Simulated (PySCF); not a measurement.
Strontium: highly charged ions in a basis for the neutral atom

Sr⁵⁺ [Ar] 3d10 4s2 4p3, Sr⁶⁺ [Ar] 3d10 4s2 4p2. Computed with PySCF 2.14 in def2-TZVP with the def2 core potential (28 electrons) (6s4p3d, 33 functions), with scalar relativity through the core potential. No spin-orbit coupling, so a gap to NIST mixes the basis error with missing relativistic terms.

Changed run: basis of the neutral atom used for a highly charged ion. This setting is unsound on purpose.

| species | method | sound run (hartree) | changed run (hartree) | converged |
| --- | --- | --- | --- | --- |
| Sr⁵⁺ | UHF | not run | -23.65741 | yes |
| Sr⁵⁺ | B3LYP | not run | -23.81494 | yes |
| Sr⁵⁺ | BP86 | not run | -23.83915 | yes |
| Sr⁶⁺ | UHF | not run | -20.38403 | yes |
| Sr⁶⁺ | B3LYP | not run | -20.52509 | yes |
| Sr⁶⁺ | BP86 | not run | -20.55050 | yes |

Ionisation energy of Sr⁵⁺:

```
method  changed run (eV)  NIST (eV)
   UHF            89.073     88 ± 2
 B3LYP            89.521     88 ± 2
  BP86            89.489     88 ± 2
```

The contracted functions were made for the neutral atom and can be too rigid for a highly charged ion.
